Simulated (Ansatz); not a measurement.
Reaction (ligand exchange at a Ti–I bond): `[Cl][Ti]([Cl])([Cl])[I]` + HBr → `[Cl][Ti]([Cl])([Cl])[Br]` + HI

Gas-phase electronic energies from Ansatz, PBE0-D4/def2-TZVP geometries. CCSD(T)/CBS is the MP2 limit (def2-TZVPP, def2-QZVPP) plus CCSD(T) − MP2 in def2-TZVPP, frozen cores. Functionals use def2-TZVPP. B3LYP here is the variant with VWN-RPA as its local correlation; programs differ in this. HSE06 is defined as in plane-wave codes. def2 core potentials past Kr. For Br, I, Ti outer-core shells are correlated without core-valence functions, which leaves a few kJ/mol of doubt a bond. Scalar relativity is left out up to krypton.

`[Cl][Ti]([Cl])([Cl])[I]`:

```xyz
5

Cl    1.113    0.398    1.844
Ti    0.046   -0.066    0.022
Cl    1.449   -0.516   -1.559
Cl   -1.264   -1.754    0.346
I    -1.343    1.939   -0.654
```

HBr:

Z-matrix (Å, degrees):
```
Br
H 1 1.420
```

`[Cl][Ti]([Cl])([Cl])[Br]`:

Cartesian coordinates in Å:
```
Cl -1.414 -1.626 0.278
Ti 0.015 -0.029 -0.003
Cl 1.567 -0.176 1.494
Cl 0.893 -0.181 -1.972
Br -1.061 2.012 0.203
```

HI:

Cartesian coordinates in Å:
```
I -0.474 0.101 0.643
H 0.474 -0.101 -0.643
```

Q: Is it downhill or uphill in electronic energy at CCSD(T)/CBS, and by how much? (Best estimate.)

A: Ansatz gave: Downhill: ΔE = -5.1 kJ/mol.

Q: What do these levels give: PBE0-D4, r2SCANh-D4, HSE06-D4, ωB97M-V, B2PLYP, revPBE, B3LYP, r2SCANh, r2SCAN0, CCSD/def2-TZVPP, MP2/def2-QZVPP, CCSD/CBS(def2)? (Estimate.)

A: The calculation gave: PBE0-D4 -6.9, r2SCANh-D4 -8.6, HSE06-D4 -6.6, ωB97M-V -11.5, B2PLYP -3.9, revPBE -8.0, B3LYP -11.5, r2SCANh -9.1, r2SCAN0 -9.3, CCSD/def2-TZVPP -11.1, MP2/def2-QZVPP 4.6, CCSD/CBS(def2) -10.2 kJ/mol.

Largest T1 diagnostic among the species: 0.024, so the coupled-cluster value is less sure than usual.

In def2-TZVPP, CCSD(T) changes the Hartree–Fock value by +11.5 kJ/mol (the triples alone add +5.1 kJ/mol) and MP2 by +21.5 kJ/mol. Leaving LDA and LC-ωPBE aside and taking each functional with its dispersion term where it has one, the values, not all of them listed here, spread over 9.8 kJ/mol, from B97M-V to PBE-QIDH. The D4 term adds +3.1 kJ/mol with B3LYP and +1.7 kJ/mol with PBE0; it sums over pairs of atoms, weighted by their polarisabilities, and B3LYP, whose exchange is more repulsive, gets the larger term.
